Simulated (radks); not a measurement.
Neutral cobalt inside a hard spherical wall (all orbitals vanish at R), configuration held at [Ar] 3d7 4s2 and not refilled when levels cross. Method: scalar-relativistic Kohn-Sham, PBE, spin-polarised, spherical densities, finite nucleus; open shells are filled with parallel spins first; Fermi nuclear charge, rms radius 3.7875 fm; computed with a radial shooting solver on a logarithmic mesh with Libxc functionals. Eigenvalues in eV for spin up, with the zero of energy where the potential of the charges vanishes at infinity; a dash marks a level that is unbound or too diffuse for the functional's potential to be trusted. A positive occupied level is held by the wall or, in an anion where self-interaction has pushed it up, behind a barrier. The pressure on the wall is -dE/dV.

R (bohr),E (hartree),kinetic (hartree),e(3s),e(3p),e(3d),e(4s),"e(4p, empty)","e(5s, empty)",pressure (GPa)
free,-1393.22011,1411.204,-103.76,-66.965,-9.408,-5.724,-1.365,-,0
20,-1393.22011,1411.204,-103.76,-66.965,-9.408,-5.724,-1.365,-,< 0.0001
12,-1393.22009,1411.205,-103.75,-66.962,-9.405,-5.722,-1.340,0.718,0.000406
10,-1393.21988,1411.207,-103.73,-66.942,-9.385,-5.706,-1.266,1.525,0.00669
8,-1393.21752,1411.226,-103.59,-66.803,-9.249,-5.586,-0.952,3.659,0.112
5,-1393.13069,1411.653,-101.57,-64.783,-7.303,-3.430,2.635,19.028,10.2
3,-1391.93363,1415.858,-90.815,-54.219,3.077,14.082,25.229,91.601,516
